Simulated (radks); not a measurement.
Results of a calculation; reference values are marked as such.
Q: The strontium ion Sr5+ is in [Ar] 3d10 4s2 4p3. Level of theory: scalar-relativistic Kohn-Sham, PBE, spin-polarised, spherical densities, finite nucleus; Fermi nuclear charge, rms radius of each element as measured or else 0.836 A^(1/3) + 0.57 fm (a radial shooting solver on a logarithmic mesh with Libxc functionals). Open shells are filled with parallel spins first. One electron is removed from 4s, 4p, 3d, 3p in turn, with full relaxation. Which removal costs least, and what does each cost?

A: 4p 89.161 eV; 4s 105.17 eV; 3d 211.19 eV; 3p 339.16 eV. The 4p electron leaves first.
